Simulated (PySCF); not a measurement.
rhenium atom (Re), sextet (core potentials on Re). Base run: BLYP/def2-TZVP in PySCF.

Here is a job for PySCF.
```python
from pyscf import gto, scf, dft

mol = gto.Mole()
mol.atom = '''
    Re    0.00000000    0.00000000    0.00000000
'''
mol.basis = 'def2-tzvp'
mol.ecp = {'Re': 'def2-tzvp'}
mol.spin = 5
mol.verbose = 4
mol.build()

mf = dft.UKS(mol)
mf.xc = 'blyp'
mf.kernel()
```

Variants of this job, named by their change:

```tsv
change	ΔE vs base (mEh)	SCF cycles	<S^2>	outcome
base	0.000	7	8.759	converged
conv_tol_grad = 1e-7	0.000	7	8.759	converged
level_shift = 0.1 (with mf.max_cycle = 100)	0.000	26	8.759	converged
conv_tol = 1e-12	0.000	7	8.759	converged
diis = off; damp = 0.6 (with mf.diis_start_cycle = 200; with mf.max_cycle = 150)	0.000	18	8.759	converged
conv_tol = 1e-7	0.000	6	8.759	converged
diis_space = 12	0.000	7	8.759	converged
conv_tol = 1e-11	0.000	7	8.759	converged
diis = off (with mf.max_cycle = 100)	-	100	-	not converged
diis_space = 20	0.000	7	8.759	converged
damp = 0.5; diis_start_cycle = 5	0.000	9	8.759	converged
solver = newton	0.000	-	8.759	converged
init_guess = atom	0.000	8	8.759	converged
```

Open shells are given as the SCF converged; they aren't shown to be the lowest states, and a large step between rows can be another state.
